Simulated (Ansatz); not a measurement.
SnS, closed-shell singlet (the spin of the measured ground state), most abundant isotopes (31.9721 and 119.9022 u). Constants from fifth-degree fits in 1/R to seven points on the lowest solution found; no spin–orbit coupling, no relativity up to Kr; ω_e x_e and α_e move by some per cent with the fit.

Correlated levels freeze the inner cores; with def2 sets outer-core shells near the valence are correlated too.

Run with Ansatz (Gaussian orbitals).  In def2 rows elements past Kr take small-core potentials, without spin–orbit coupling.

Total energies (hartree; each atom in its lowest state at that level) and vibrational constants (cm⁻¹):

```csv
level,E(SnS) at r_e,E(S),E(Sn),ω_e,ω_e x_e
PBE/def2-TZVPP,-612.383958,-397.938368,-214.249349,472,1.2
B3LYP/def2-TZVPP,-612.642612,-398.132399,-214.327465,485,1.2
wB97M-V/def2-TZVPP,-612.480565,-398.090714,-214.206303,523,1.1
CCSD(T)/def2-QZVPP,-611.647315,-397.668694,-213.792505,490,1.3
```

**Question.** Work out D_e and D₀ in eV.

**Answer.** 
D_e = E(S) + E(Sn) − E(molecule), times 27.2114 eV; D₀ = D_e − (ω_e/2 − ω_e x_e/4)/8065.54.
- PBE/def2-TZVPP: D_e = 5.340, zero point 0.029, D₀ = 5.311 eV
- B3LYP/def2-TZVPP: D_e = 4.973, zero point 0.030, D₀ = 4.943 eV
- wB97M-V/def2-TZVPP: D_e = 4.995, zero point 0.032, D₀ = 4.962 eV
- CCSD(T)/def2-QZVPP: D_e = 5.064, zero point 0.030, D₀ = 5.034 eV
No counterpoise correction is made.

Ansatz is an electronic-structure program.
